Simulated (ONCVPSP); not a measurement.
## Ne (Z = 10): variants of one ONCV potential

Base potential:

```json
{
 "Element": "Ne (Z = 10)",
 "Generator": "ONCVPSP 4.0.1",
 "Type": "optimised norm-conserving Vanderbilt (ONCV)",
 "Functional": "PBE",
 "Relativity": "scalar-relativistic",
 "Frozen core": "[He]",
 "Valence charge": "8",
 "Reference configuration": "2s2 2p5 (charge +1)",
 "Partial waves": "2s: rc 0.75 bohr, ncon 3, nbas 6, qcut 9.4 1/bohr, 2 projectors, debl 3.8 Ha; 2p: rc 1.15 bohr, ncon 4, nbas 8, qcut 15 1/bohr, 3 projectors, debl 1.8 Ha; d scattering state at 0.15 Ha: rc 1.00 bohr, ncon 5, nbas 10, qcut 10.7 1/bohr, 2 projectors, debl 3.8 Ha",
 "Local potential": "polynomial inside 0.60 bohr (lpopt 5, dvloc0 0 Ha)",
 "Core correction": "Teter function, parameters optimised by the program"
}
```

Cutoffs, loose and tight: the cutoffs (Ha) at which the residual kinetic energy of the hardest occupied pseudo-wave falls to 1 and 0.1 mHa per electron. They do not see the model core or the augmentation charge, which bear on the density cutoff. Test errors are all-electron minus pseudo excitation energies from the reference, over the configurations 2s2 2p6; 2s2 2p4; 2s2 2p3; 2s2 2p5.5. A dash means not determined; rows that change the core or the reference have their own tests.

```tsv
change	outcome	cutoff, loose	cutoff, tight	bound ghosts	GHOST(+) flags above zero	largest test error (meV)
base	generated	76 Ha	175 Ha	none	none	+231
core correction Teter function, fcfact 5.5, rcfact 1.05	generated	76 Ha	175 Ha	none	none	+250
s: qcut 5.9; p: qcut 9.5; d: qcut 6.8	generated	–	–	none	p	+588
s: nproj 0; local potential the s channel	generated	76 Ha	175 Ha	none	none	+256
d: rc 0.75, qcut 14.3	generated	76 Ha	175 Ha	none	none	+231
p: rc 1.6	generated	76 Ha	175 Ha	none	none	+416
local potential polynomial inside 0.60 bohr (lpopt 5, dvloc0 2.5 Ha)	generated	76 Ha	175 Ha	none	none	+231
d: debl 3.05	generated	76 Ha	175 Ha	none	none	+231
d: qcut 11.1	generated	76 Ha	175 Ha	none	none	+231
```

Question: What comes out with this change to the base: all radii but the core radius scaled by about 0.86 (s 0.64, p 0.98, d 0.86 bohr); local potential polynomial inside 0.52 bohr (lpopt 5, dvloc0 0 Ha)?

Answer: outcome: generated; cutoff, loose: 183 Ha; cutoff, tight: 309 Ha; bound ghosts: none; GHOST(+) flags above zero: none; largest test error (meV): +127.
